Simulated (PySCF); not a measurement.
F2Ga, doublet, geometry from GFN2-xTB (such geometries of metal compounds can be far from the true shape) (the spin is typed, not shown lowest); PySCF with TPSS/def2-SV(P).

Here is a job for PySCF.
```python
from pyscf import gto, scf, dft

mol = gto.Mole()
mol.atom = '''
    Ga    0.214105    0.098892    0.081106
    F    -0.535217    1.111066   -1.262575
    F    -0.202255   -1.451694    0.983209
'''
mol.basis = 'def2-sv(p)'
mol.charge = 0
mol.spin = 1
mol.verbose = 5
mol.build()

mf = dft.UKS(mol)
mf.xc = 'tpss'
mf.kernel()
```

Question: Predict the main parts of the log of this PySCF run.

Answer: 
```
PySCF version 2.14.0

[INPUT] verbose = 5
[INPUT] max_memory = 4000
[INPUT] num. atoms = 3
[INPUT] num. electrons = 49
[INPUT] charge = 0
[INPUT] spin (= nelec alpha-beta = 2S) = 1
[INPUT] symmetry False subgroup None
[INPUT] Mole.unit = angstrom
[INPUT] Symbol           X                Y                Z      unit          X                Y                Z       unit  Magmom
[...]
[INPUT] ---------------- BASIS SET ----------------
[INPUT] l, kappa, [nprim/nctr], expnt,             c_1 c_2 ...
[INPUT] Ga
[...]
                                13189.496402      0.010938894097
                                3000.9482141      0.054308200127
                                847.38425966      0.18951055983
                                276.00980642      0.38615185918
                                95.216672071      0.30051082719
[...]
                                21.827051433      0.64831322918
                                9.0026963761      0.44358383594
[...]
                                2.6707724878      0.72946861516
                                1.125283417       0.46214976951
[...]
                                275.38062789      0.068456273343
                                87.37507307       0.26922293888
                                31.59725467       0.53507897882
                                11.824122798      0.3527906276
[...]
                                2.519985324       0.56871947608
                                1.0169726306      0.27717694939
[...]
                                18.504656747      0.15099463976
                                6.3179620632      0.37485328545
                                2.1641389426      0.47510606851
[...]
[INPUT] F
[...]
                                435.4193912       -0.039904258866
                                98.843328866      -0.17912768038
                                27.485198001      -0.46758090825
                                8.5405498171      -0.4465313102
[...]
                                4.9872339257      -0.23754317067
                                1.3491613954      -0.51287353587
[...]
nuclear repulsion = 172.859401697365
number of shells = 24
number of NR pGTOs = 122
number of NR cGTOs = 60
basis = def2-sv(p)
ecp = {}

******** <class 'pyscf.dft.uks.UKS'> ********
method = UKS
initial guess = minao
damping factor = 0
level_shift factor = 0
DIIS = <class 'pyscf.scf.diis.CDIIS'>
diis_start_cycle = 1
diis_space = 8
diis_damp = 0
SCF conv_tol = 1e-09
[...]
cycle= 11 E= -2124.17839120027  delta_E= -4.09e-10  |g|= 3.89e-06  |ddm|= 3.27e-05
  alpha mo_energy =
[-3.71581713e+02 -4.54877114e+01 -4.02693801e+01 -4.02679751e+01
 -4.02660442e+01 -2.43925186e+01 -2.43924847e+01 -5.37274972e+00
 -3.67889992e+00 -3.67493802e+00 -3.66858351e+00 -1.03795679e+00
 -1.03275848e+00 -7.82982659e-01 -7.82944935e-01 -7.78483976e-01
 -7.73764467e-01 -7.72291854e-01 -4.34809847e-01 -3.84027069e-01
 -3.39914247e-01 -3.39299043e-01 -3.26470239e-01 -3.25489255e-01
 -2.29163517e-01 -8.87010976e-02 -4.37172041e-02  3.86253521e-02
  9.89740334e-02  2.24027298e-01  2.36712860e-01  2.91134308e-01
  3.15073677e-01  3.17523585e-01  3.73573825e-01  4.95216858e-01
  5.06217993e-01  1.17825596e+00  1.19414190e+00  1.19725686e+00
  1.21009235e+00  1.23307844e+00  1.26599701e+00  1.58742334e+00
  1.65175098e+00  1.93071492e+00  1.93075394e+00  1.96647492e+00
  1.97204697e+00  1.97294333e+00  3.04208794e+00  3.04935668e+00
  3.05012201e+00  3.06036805e+00  3.06495806e+00  3.08662856e+00
  3.10341718e+00  3.10368553e+00  3.29305931e+00  3.31636362e+00]
  beta  mo_energy =
[-3.71580700e+02 -4.54872472e+01 -4.02692784e+01 -4.02676181e+01
 -4.02645950e+01 -2.43870167e+01 -2.43869835e+01 -5.37112588e+00
 -3.67649227e+00 -3.67242063e+00 -3.66777755e+00 -1.02692838e+00
 -1.02176959e+00 -7.77476045e-01 -7.77438415e-01 -7.75518802e-01
 -7.69894226e-01 -7.67929858e-01 -4.13185701e-01 -3.62111988e-01
 -3.35483497e-01 -3.32193727e-01 -3.23363916e-01 -3.21583178e-01
 -1.80485356e-01 -5.90408347e-02 -2.51583926e-02  5.79707512e-02
  1.12617575e-01  2.42033106e-01  2.55515238e-01  3.17050810e-01
  3.47399270e-01  3.48625438e-01  3.93400237e-01  5.09167399e-01
  5.29850750e-01  1.19081485e+00  1.20085942e+00  1.20093480e+00
  1.22460669e+00  1.23924177e+00  1.27043328e+00  1.60176426e+00
  1.66466108e+00  1.94489930e+00  1.94532531e+00  1.97983625e+00
  1.98315201e+00  1.98409381e+00  3.05247041e+00  3.05308082e+00
  3.05416926e+00  3.06438946e+00  3.06885482e+00  3.10131316e+00
  3.11598206e+00  3.11713043e+00  3.30845970e+00  3.32976067e+00]
multiplicity <S^2> = 0.75277317  2S+1 = 2.0027712
nelec by numeric integration = [24.99999528 23.99999524]
E1 = -3306.5102895717323  E2 = 1009.4724966741092  Ecoul = 1105.4414051991735  Exc = -95.96890852506428
Extra cycle  E= -2124.17839120026  delta_E= 8.64e-12  |g|= 5.33e-06  |ddm|= 5.86e-06
converged SCF energy = -2124.17839120026  <S^2> = 0.75277317  2S+1 = 2.0027712
```
